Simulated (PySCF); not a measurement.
PBE0 on Tm (thulium, neutral), [Xe] 4f14 6s1, 2S determinant (an excited configuration). Calculation: PySCF 2.14, in x2c-TZVPPall (11s7p7d4f2g, 113 functions); scalar relativity by spin-free X2C-1e.

```
cycle= 1 E= -13566.6726611547  delta_E= 0.041  |g|= 0.94  |ddm|= 0.451
cycle= 2 E= -13566.1248117793  delta_E= 0.548  |g|= 2.76  |ddm|= 0.874
cycle= 3 E= -13566.7497240872  delta_E= -0.625  |g|= 0.113  |ddm|= 0.58
cycle= 4 E= -13566.7512435749  delta_E= -0.00152  |g|= 0.0318  |ddm|= 0.0512
cycle= 5 E= -13566.7513459246  delta_E= -0.000102  |g|= 0.00107  |ddm|= 0.0126
cycle= 6 E= -13566.7513460535  delta_E= -1.29e-07  |g|= 5.61e-05  |ddm|= 0.00106
cycle= 7 E= -13566.7513460545  delta_E= -1.02e-09  |g|= 2.26e-05  |ddm|= 0.000275
cycle= 8 E= -13566.7513460546  delta_E= -4.18e-11  |g|= 7.54e-07  |ddm|= 5.58e-06
converged SCF energy = -13566.7513460546  <S^2> = 0.7501969  2S+1 = 2.0001969
```

Highest occupied orbital energy: 2.922 eV; ⟨L²⟩ = 0.00; populations by l: s 11.00, p 24.00, d 20.00, f 14.00.

Can this result be used?

Not for this state. Self-consistency was reached. Spin-orbit coupling, which splits the p, d and f shells strongly at this Z, is absent. At PBE0 the highest occupied level has a positive energy, so only the finite basis holds that electron; for this excited configuration the basis is too tight for the outer shell.
